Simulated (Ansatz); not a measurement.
Pulling on the Sn1–H2 bond in CH4OSn (SMILES C[O][SnH]) (multiplicity 1 held, fragments rigid). Energies count from the point at 1.803 Å.
Geometry at that point (charge 0, multiplicity 1):
```csv
atom,x (Å),y (Å),z (Å)
Sn,-0.2559,-0.3540,0.4797
H,-1.2954,-0.7768,-0.9320
O,0.8827,0.8922,-0.5659
C,0.7858,1.2266,-1.9346
H,0.6295,2.3050,-2.0404
H,1.7204,0.9698,-2.4438
H,-0.0383,0.7038,-2.4332
```

Signs of static correlation in def2-SVP, with CASSCF(2,2), from Ansatz (a program for electronic structure) runs.

| R (Å) | T1 of restricted CCSD | ⟨S²⟩ of UHF | largest double amplitude of restricted CCSD | weight of the CASSCF reference in MRCISD | CASSCF natural occupations |
|---|---|---|---|---|---|
| 1.443 | 0.021 | 0.000 | 0.082 | 0.889 | 1.98 0.02 |
| 1.623 | 0.021 | 0.000 | 0.076 | 0.888 | 1.98 0.02 |
| 1.803 | 0.021 | 0.000 | 0.067 | 0.888 | 1.97 0.03 |
| 1.984 | 0.022 | 0.000 | 0.063 | 0.888 | 1.96 0.04 |
| 2.164 | 0.023 | 0.000 | 0.086 | 0.888 | 1.94 0.06 |
| 2.435 | 0.025 | [?] | 0.152 | 0.888 | 1.90 0.10 |
| 2.705 | 0.029 | 0.573 | 0.220 | 0.888 | 1.84 0.16 |
| 3.156 | 0.042 | 0.861 | 0.347 | 0.888 | 1.69 0.31 |
| 3.607 | 0.062 | 0.960 | 0.514 | 0.888 | 1.49 0.51 |
| 4.148 | 0.088 | 0.998 | [?] | 0.888 | 1.27 0.73 |
| 4.869 | 0.108 | 1.011 | 0.976 | 0.889 | 1.12 0.88 |
| 5.771 | 0.115 | 1.013 | 1.104 | 0.889 | 1.03 0.97 |

Some entries are withheld; supply them.


- 2.435, ⟨S²⟩ of UHF: 0.171
- 4.148, largest double amplitude of restricted CCSD: 0.742

Doubts at one or more of the structures used: a restricted determinant that unrestricted orbitals would lower (R-CCSD(T)/def2-SVP); other coupled-cluster roots lie near (R-CCSD(T)/def2-SVP); T1 above 0.05 (R-CCSD(T)/def2-SVP, U-CCSD(T)/def2-SVP); a spin-contaminated determinant (U-CCSD(T)/def2-SVP).
